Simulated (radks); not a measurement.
Values are calculated unless marked as measured or tabulated.
Ionisation of Os, [Xe] 4f14 5d6 6s2, to Os+, [Xe] 4f14 5d6 6s1, under several functionals. Dirac Kohn-Sham, spin-unpolarised, spherical densities, point nucleus; open shells fill j = l - 1/2 first; a radial shooting solver on a logarithmic mesh with Libxc functionals. The NIST Atomic Spectra Database gives 8.438 eV (measured). Rank these functionals by the error of their Delta-SCF ionisation energy: OLYP; RPBE; PBE; exchange-only PBE; PW91.

Answer. From best to worst: exchange-only PBE 8.778 eV (+0.339); OLYP 9.173 eV (+0.735); RPBE 9.409 eV (+0.971); PBE 9.514 eV (+1.076); PW91 9.584 eV (+1.146). Spin polarisation and multiplet splitting are left out, so open shells lie too high by an amount that depends on their filling.

Beside tabulated values, note that spin-unpolarised runs miss the spin-polarisation part of the exchange energy of open shells.
